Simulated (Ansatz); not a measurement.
System (SMILES): F[Si]F (closed-shell singlet).
Geometry (B3LYP-D3(BJ)/def2-TZVP, fixed):
```
Si
F 1 1.6090
F 1 1.6090 2 100.76
```
Charge 0, spin multiplicity 1.

Basis-set convergence of the dipole moment at CCSD(T) with Ansatz (an electronic-structure program). Dipoles come from the density behind the forces; the sign is taken along the dipole that this method gives in the largest set. The reference of a correlated method is not its basis-set limit, which lies further on. Cartesian d functions, on some or all atoms, in 6-31+G*; all else is spherical. Cores are frozen. A restricted Hartree-Fock determinant is unstable towards unrestricted orbitals. No added dispersion term, no relativity. Reference: the value in aug-pcseg-3, 1.219 D, itself unsure by roughly 0.004 D (its mean distance from aug-cc-pV(Q+d)Z, def2-QZVPPD).

```
basis            functions  dipole moment (D)
---------------  ---------  -----------------
6-31+G*                 61                  …
pcseg-2                 94                  …
def2-TZVP               99              1.174
def2-TZVPP             104              1.173
jun-cc-pV(T+d)Z        126              1.212
def2-TZVPPD            128              1.207
def2-QZVPP             184              1.207
pcseg-3                184              1.236
def2-QZVPPD            208              1.211
```

Task: Some entries are withheld; supply them.

Result: 
- 6-31+G*, dipole moment (D): 1.469
- pcseg-2, dipole moment (D): 1.360
